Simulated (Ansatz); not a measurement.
Cs8F8⁺, relaxed as a doublet with UKS r2SCAN-D4/def2-SVP in Ansatz, starting from the r2SCAN-D4/def2-SVP geometry of the neutral singlet. Force threshold 0.03 eV/Å.

In the def2 sets Cs takes a core potential; there is no spin–orbit coupling. The gap within one spin of the relaxed charge 1 doublet nearly closes, so an electron or hole may be smeared out by delocalisation error.

Start:

```xyz
16

Cs    4.5113    0.8501    1.3129
F     2.2574    0.6925   -0.3595
Cs    0.2527    0.7157   -2.4645
F    -2.1007    0.4953   -3.9968
F     2.7293    1.7693    3.1706
Cs    0.5208    2.0697    1.4483
F    -1.5916    1.7051   -0.5154
Cs   -3.7667    1.8328   -2.2917
F     3.6039   -1.5306    2.3029
Cs    1.5962   -1.9896    0.3814
F    -0.6649   -1.7900   -1.4348
Cs   -2.7285   -2.0780   -3.3218
Cs    1.9839   -0.6053    4.3005
F    -0.0008   -0.6073    2.3098
Cs   -2.3695   -0.7952    0.6350
F    -4.2328   -0.7344   -1.4769
```

```tsv
step	energy (eV)	largest force component (eV/Å)	SCF passes
1	-26114.4668	0.336	136
2	-26114.5086	0.258	59
3	-26114.6155	0.045	47
4	-26114.6214	0.022	41
5	-26114.6222	0.008	44
```

Force components are those of the run's own axes.

End:

```xyz
16

Cs    4.5757    0.8703    1.2126
F     2.2104    0.7196   -0.3473
Cs    0.3389    0.7030   -2.5095
F    -2.0493    0.5206   -3.9076
F     2.6464    1.6771    3.0557
Cs    0.4423    2.1673    1.4301
F    -1.5670    1.6142   -0.5387
Cs   -3.8031    1.9398   -2.2712
F     3.5580   -1.5154    2.2715
Cs    1.5969   -1.9931    0.3797
F    -0.6208   -1.7894   -1.3973
Cs   -2.6880   -2.1298   -3.3121
Cs    1.9057   -0.6674    4.3689
F    -0.0140   -0.5616    2.2822
Cs   -2.3799   -0.8637    0.7047
F    -4.1522   -0.6917   -1.4216
```

By distances, no bond broke or formed. The bond that changes most is F9–Cs13, from 2.73 to 2.80 Å (atoms count from 1).

The force fell under the threshold at step 4, but the optimiser went on. No frequencies were taken in this run, so the end may be a saddle point.

Hardware: 4 threads of Intel Xeon on a shared host. Wall time 11 min, peak host memory 1.2 GiB.
